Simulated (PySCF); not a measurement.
AsN(OH)₂ → AsON + H₂O

Level: PBE0 in the def2-TZVP basis family, all electrons, no relativity, computed in PySCF with density fitting; open shells unrestricted.

```json
{"species": "AsN(OH)₂", "state and structure": "singlet, Cs, As–N 1.726 Å, As–O 1.767 Å, N–O 1.376 Å, O–H 0.962 Å, O–H 0.967 Å; As–N–O 115.1°, As–O–H 108.5°, H–O–N 103.3°, N–As–O 96.3°", "E (Eh)": "-2441.80660", "ZPE (kJ/mol)": "85.1", "H(298 K) − H(0) (kJ/mol)": "15.8", "S° (J/(mol K))": "306.1"}
{"species": "AsON", "state and structure": "singlet, C∞v, As–N 1.607 Å, As–O 1.607 Å; N–As–O 180.0°", "E (Eh)": "-2365.35496", "ZPE (kJ/mol)": "14.6", "H(298 K) − H(0) (kJ/mol)": "12.1", "S° (J/(mol K))": "253.6"}
{"species": "H₂O", "state and structure": "singlet, C2v, O–H 0.960 Å (×2); H–O–H 105.1°", "E (Eh)": "-76.37736", "ZPE (kJ/mol)": "56.5", "H(298 K) − H(0) (kJ/mol)": "9.9", "S° (J/(mol K))": "188.7"}
```

(1) What is the electronic reaction energy?

(2) Add zero-point, thermal and entropy terms for 298.15 K and 1 bar.

Results:

(1) At PBE0/def2-TZVP, ΔE = 195.0 kJ/mol from the differences of the total energies times 2625.5, uphill. 

(2) ΔZPE = -14.0 and Δ[H(298) − H(0)] = 6.2 kJ/mol give ΔH° = 187.2 kJ/mol. ΔS° = 136.2 J/(mol K), so ΔG° = 187.2 − 298.15 × (0.1362) = 147 kJ/mol and log₁₀K = -25.7. ΔG° would change sign near 1370 K if ΔH° and ΔS° stayed fixed.

The structures come from searches over a few start shapes, so lower isomers are not excluded.
